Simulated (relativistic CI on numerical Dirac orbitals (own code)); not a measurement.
## One change at a time: Sn13+

Base calculation: Dirac-Coulomb-Breit CI, KLI orbitals optimised for each configuration, model QED (radiative potential, 1s self-energy scaled to tabulated hydrogen-like ionisation energies), unscaled Slater integrals.

Configurations in the expansion (outside the closed core [Ar] 3d10): 4s²4p⁶4d, 4s²4p⁵4d², 4s²4p⁶4f, 4s4p⁶4d², 4s²4p⁶5s, 4s²4p⁵4d4f, 4s²4p⁶5p, 4s4p⁶4d4f, 4s²4p⁶5d, 4s²4p⁵4d5s, 4s²4p⁶5f, 4s²4p⁶6s, 4s²4p⁶6p, 4p⁶4d³, 4p⁵4d⁴, 4p⁵4d³4f. Double excitations out of closed p, d and f shells are left out; levels of such configurations are missing from the list, as are those of other unlisted configurations, and high levels can miss mixing partners. These lack a partner that the ground configuration has and come out too high: 4s²4p⁵4d5s.

Variants: (1) Breit term removed. Shifts of the energy above 4s²4p⁶4d ²D3/2, in cm⁻¹, for the lowest level and the first level of each name with at least 55 % of one term (blank where a level changes its place among those of its configuration and J or its character, or is not in the variant):

| Level | Base | Δ(1) |
| --- | --- | --- |
| 4s²4p⁶4d ²D3/2 | 0 | 0 |
| 4s²4p⁶4d ²D5/2 | 13011 | +454 |
| 4s²4p⁵4d² ⁴D°1/2 | 523737 | +1065 |
| 4s²4p⁵4d² ⁴D°3/2 | 526843 | +1107 |
| 4s²4p⁵4d² ⁴D°5/2 | 533158 | +1319 |
| 4s²4p⁵4d² ⁴D°7/2 | 542243 | +1565 |
| 4s²4p⁵4d² ⁴G°9/2 | 550980 | +1462 |
| 4s²4p⁵4d² ⁴G°11/2 | 553232 | +1772 |
| 4s²4p⁵4d² ⁴P°5/2 | 558313 | +1470 |
| 4s²4p⁵4d² ⁴P°1/2 | 573932 | +1441 |
| 4s²4p⁵4d² ²D°5/2 | 576583 | +1691 |
| 4s²4p⁵4d² ²F°7/2 | 578091 | +1513 |
| 4s²4p⁵4d² ⁴F°9/2 | 580279 | +1789 |
| 4s²4p⁵4d² ²H°11/2 | 585627 | +1627 |
| 4s²4p⁵4d² ²P°1/2 | 595831 | +1786 |
| 4s²4p⁵4d² ²G°9/2 | 652834 | +2634 |
| 4s²4p⁵4d² ²S°1/2 | 664342 | +2130 |
| 4s²4p⁶5s ²S1/2 | 675744 | -76 |
| 4s²4p⁶5p ²P°1/2 | 808661 | -393 |
| 4s²4p⁶5p ²P°3/2 | 833954 | -17 |
| 4s4p⁶4d² ⁴F3/2 | 983807 | +1120 |
| 4s4p⁶4d² ⁴F5/2 | 989030 | +1321 |

At this charge energies of transitions that change n are usually good to better than 1 %, and those within a shell (Δn = 0) to a few per cent.

Ionisation energy from the two ground configurations alone: base 282.471 eV; Breit term removed 282.536 eV. The NIST ASD value (theoretical) is 282 eV.

LS names give the leading component of a level, which can be under half, so a name can repeat, a term be missing and a line seem to break the LS rules.
